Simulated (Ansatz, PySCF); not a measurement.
Stretching the Si2–H6 bond in H6SiSn (SMILES [SiH3][SnH3]) (multiplicity 1 held, fragments rigid). Energies count from the point at 1.482 Å.
Geometry at that point (charge 0, multiplicity 1):
```xyz
8

Sn    -0.6178     0.0613    -0.0110
Si     1.9443    -0.1929     0.0348
H     -1.3153    -0.9768    -1.1819
H     -1.0669     1.6691    -0.3960
H     -1.2990    -0.3272     1.5121
H      2.3113    -1.5893     0.3693
H      2.5274     0.7126     1.0530
H      2.5132     0.1474    -1.2908
```

Restricted levels (R-, RO-) in cc, def2 and unpolarised 6-31G sets keep to the state of the molecule at rest. Unrestricted levels (U-) break spin symmetry where that is lower. Levels need not reach the same state.

Rows in LANL2DZ carry no dispersion term and start afresh at each structure. LANL2DZ brings its own core potentials from Na on.

The values were computed with Ansatz (Gaussian basis) for Hartree–Fock, density functionals and correlated methods; PySCF for LANL2DZ rows. Each number belongs to the level named beside it. In def2 rows elements past Kr take small-core potentials, without spin–orbit coupling.

Question: One of these levels gives 5.011 eV for the energy at R = 4.743 Å. Which one is it?
(A) R-B3LYP/LANL2DZ
(B) U-B3LYP/def2-TZVPP
(C) R-wB97X-V/def2-TZVPP
(D) R-PBE/def2-TZVPP

Answer: D, R-PBE/def2-TZVPP. The others give 5.651 (R-B3LYP/LANL2DZ), 3.977 (U-B3LYP/def2-TZVPP), 6.727 (R-wB97X-V/def2-TZVPP)

Doubts at one or more of the structures used: a restricted determinant that unrestricted orbitals would lower (R-PBE/def2-TZVPP, R-wB97X-V/def2-TZVPP); a spin-contaminated determinant (U-B3LYP/def2-TZVPP).

Ansatz is a quantum-chemistry and plane-wave program.
